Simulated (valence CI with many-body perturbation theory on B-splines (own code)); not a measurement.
The numbers below are computed, except where a source is named.
## From CI to CI+MBPT in Hf²³⁺

Method: valence CI with perturbative core correlation (CI+MBPT): three valence electrons over a frozen Dirac-Fock core [Kr] 4d10, radial functions for each j: 8 s, 8 p, 9 d, 9 f, 6 g, 3 h, 2 i, with the one-electron correlation potential Σ1, the two-electron term Σ2, the three-electron term Σ3, Breit, model QED; selected CI, second order for the rest (own B-spline code, finite nucleus).

No measured levels were compared; by estimate terms of the open shell hold to a few per cent of their energy, and close levels can change places. Core correlation moves these levels by up to 45000 cm⁻¹, and in measured spectra 5 to 20 % of such shifts remained as error; rates that hang on mixing are uncertain with them.

Each rung adds one term. CI alone is the Dirac-Coulomb CI over the frozen core; QED comes last and gives the full result, which names the levels. Energies are above 4f3 4I°_9/2 on the same rung, in eV.

Names give the largest LS component (configuration and term), which can be under half, so a name can repeat, a term be missing and a line seem to break the LS rules; names also repeat where a configuration has a term twice. Letters in brackets count levels of one name in rising energy.

```tsv
Level	CI alone	+ Σ1	+ Σ2	+ Σ3	+ Breit	Full
4f3 4I°_11/2	1.961	2.020	2.096	2.102	1.969	1.978
4f3 4I°_13/2	3.729	3.831	3.945	3.953	3.700	3.716
4f3 4F°_3/2	4.214	4.237	3.938	3.957	4.015	4.016
4f3 2H°_9/2 [a]	4.923	4.983	4.960	4.912	4.823	4.831
4f3 4I°_15/2	5.326	5.460	5.587	5.592	5.234	5.255
4f3 4F°_5/2	5.538	5.603	5.379	5.379	5.346	5.354
4f3 4S°_3/2	5.956	6.033	5.826	5.949	5.896	5.906
4f3 4F°_7/2	6.148	6.227	6.104	6.068	5.964	5.975
4f3 4G°_5/2	6.609	6.663	6.294	6.317	6.323	6.329
4f3 4G°_7/2	7.429	7.523	7.262	7.274	7.193	7.205
4f3 4F°_9/2	7.580	7.710	7.643	7.623	7.413	7.433
4f3 2H°_11/2 [a]	7.801	7.929	7.937	7.918	7.681	7.699
4f3 2K°_13/2	8.030	8.133	8.053	8.037	7.816	7.830
4f3 2G°_7/2 [a]	8.787	8.921	8.844	8.804	8.628	8.647
4f3 2D°_3/2 [a]	8.823	8.939	8.654	8.734	8.640	8.655
4f3 4G°_9/2	9.216	9.347	9.102	9.115	8.927	8.945
4f3 2P°_1/2	9.271	9.371	9.032	9.180	9.123	9.135
4f3 2K°_15/2	9.512	9.641	9.480	9.480	9.180	9.197
4f3 2D°_5/2 [a]	10.055	10.164	9.879	9.944	9.902	9.913
4f3 2H°_11/2 [b]	10.459	10.597	10.345	10.324	10.083	10.101
4f3 4D°_3/2	10.918	11.020	10.573	10.658	10.588	10.601
4f3 2D°_5/2 [b]	11.001	11.119	10.723	10.758	10.612	10.629
4f3 2G°_9/2 [a]	10.975	11.168	11.156	11.118	10.812	10.840
4f3 2I°_11/2	11.496	11.633	11.296	11.377	11.145	11.163
4f3 4D°_1/2	12.158	12.302	11.857	11.948	11.799	11.818
4f3 2D°_3/2 [b]	12.408	12.592	12.301	12.397	12.190	12.215
4f3 2L°_15/2	12.731	12.900	12.648	12.658	12.304	12.328
4f3 2I°_13/2	12.767	12.922	12.595	12.703	12.397	12.417
4f3 4D°_7/2	13.092	13.240	12.708	12.747	12.600	12.619
4f3 2L°_17/2	13.418	13.578	13.168	13.194	12.800	12.821
4f3 2H°_9/2 [b]	13.393	13.542	13.101	13.093	12.885	12.905
```

(1) How does the ionisation energy move along the ladder, and which term matters most?

Answers

(1) CI alone 666.27, + Σ1 669.79, + Σ2 675.55, + Σ3 675.57, + Breit 675.57, + QED 675.62 eV. The largest step is Σ2, 5.76 eV. NIST lists 690 ± 30 eV (theoretical).
